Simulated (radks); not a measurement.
Values are calculated unless marked as measured or tabulated.
Ir9+, 68 electrons, occupied as [Xe] 4f14. Code: a radial shooting solver on a logarithmic mesh with Libxc functionals. Model: scalar-relativistic Kohn-Sham, PBE, spin-polarised, spherical densities, finite nucleus; Fermi nuclear charge, rms radius 5.4032 fm.

Unscreened Slater integrals over Kohn-Sham orbitals (hartree). They are taken over the spin-up orbitals. Empty in this configuration: 5d.

\begin{tabular}{lr}
integral & value \\ \hline
F0(5p,5p) & 0.84957 \\
F2(5p,5p) & 0.46344 \\
F0(5p,4f) & 1.0339 \\
F2(5p,4f) & 0.33625 \\
G2(5p,4f) & 0.13236 \\
G4(5p,4f) & 0.11217 \\
F0(5p,5s) & 0.89434 \\
G1(5p,5s) & 0.60459 \\
F0(5p,5d) & 0.76555 \\
F2(5p,5d) & 0.40130 \\
G1(5p,5d) & 0.49247 \\
G3(5p,5d) & 0.31110 \\
F0(4f,4f) & 1.7360 \\
F2(4f,4f) & 0.85858 \\
F4(4f,4f) & 0.54583 \\
F6(4f,4f) & 0.39478 \\
F0(4f,5s) & 1.1327 \\
G3(4f,5s) & 0.16312 \\
F0(4f,5d) & 0.88532 \\
F2(4f,5d) & 0.24177 \\
F4(4f,5d) & 0.11939 \\
G1(4f,5d) & 0.084103 \\
G3(4f,5d) & 0.080917 \\
G5(4f,5d) & 0.065288 \\
F0(5s,5s) & 0.95026 \\
F0(5s,5d) & 0.79483 \\
G2(5s,5d) & 0.34176 \\
F0(5d,5d) & 0.70622 \\
F2(5d,5d) & 0.38111 \\
F4(5d,5d) & 0.25978 \\
\end{tabular}
